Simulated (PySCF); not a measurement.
## Electron correlation in O³⁺ (oxygen, charge +3)

[He] 2s2 2p1, 2P determinant. Computed with PySCF 2.14 in aug-cc-pVDZ (4s3p2d, 23 functions), with no relativity, point nucleus. Frozen: 1s2; 3 electrons correlated.

| level | correlation energy (mhartree) |
| --- | --- |
| CCSD | -82.26 |
| (T) | -0.49 |
| CCSD(T) | -82.75 |
| CCSDT | -82.88 |
| FCI | -82.88 |

Diagnostics: T1 = 0.0053, D1 = 0.0102, largest double amplitude 0.138, weight of the Hartree-Fock determinant in FCI 0.9546 (5082 determinants).

Is a single reference adequate?

Mostly. T1 lies below 0.03, but a double amplitude of this size points to a near-degeneracy that CCSD handles and MP2 describes poorly.
